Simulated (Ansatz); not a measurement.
Correlation energies of `N/C=[CH]\[InH2]` by basis set

Z-matrix (Å, degrees):
```
N
C 1 1.365
H 1 1.004 2 118.2
H 1 1.008 2 118.1 3 147.0
C 2 1.348 1 127.5 3 -160.0
H 2 1.091 1 112.3 3 22.8
In 5 2.104 2 125.3 1 4.5
H 5 1.085 2 115.3 1 -176.0
H 7 1.739 5 118.0 2 3.5
H 7 1.721 5 122.3 2 -177.4
```

Total charge 0; spin multiplicity 1. Correlated methods include outer-core shells of In, which these sets cover unevenly. In: def2 effective core potential. All single points use the PBE0-D4/def2-TZVP geometry. It is one conformer, not always the lowest. Frozen core, restricted reference, Ansatz.

```tsv
basis	HF (Eh)	MP2 corr.	CCSD corr.	(T)	CCSD(T) total
def2-SVP	-322.72568	?	?	-0.01995	?
def2-TZVPP	?	?	-0.85812	-0.03416	?
def2-QZVPP	-322.89410	-1.05822	–	–	–
```

Question: Fill in the withheld values. (Best estimate.)

Answer: The calculation gave: def2-SVP MP2 corr.: -0.53012; def2-SVP CCSD corr.: -0.57346; def2-SVP CCSD(T) total: -323.31909; def2-TZVPP HF (Eh): -322.88635; def2-TZVPP MP2 corr.: -0.83462; def2-TZVPP CCSD(T) total: -323.77863.
